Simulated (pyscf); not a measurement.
Optimised with ωB97X-D3(BJ)/def2-SVP in PySCF. Correlated levels are frozen-core, on RHF or UHF. ΔMP2 is the change of the MP2 total energy from the triple- to the quadruple-zeta basis.

Question: What is the homolytic dissociation enthalpy (298 K, CCSD(T)/def2-TZVPP + ΔMP2(QZVPP)) of the Ga–Ga bond of HP=Ga–GaH₂, to [HP=Ga]• + GaH₂•?

Answer: Ga–Ga to [HP=Ga]• + GaH₂•: 2.55 eV. The radicals are drawn with the spin at the cut bond; how far it spreads was not checked. The CCSD(T) − MP2 part came from Ansatz, without density fitting, on the same reference. The frozen core leaves the outer d or s,p core shells of the metals and heavy elements correlated in the MP2 and CC values, and def2-TZVPP describes them poorly, which can shift differences by a few kcal/mol. Elements up to Kr have no core potential and no relativistic terms here.
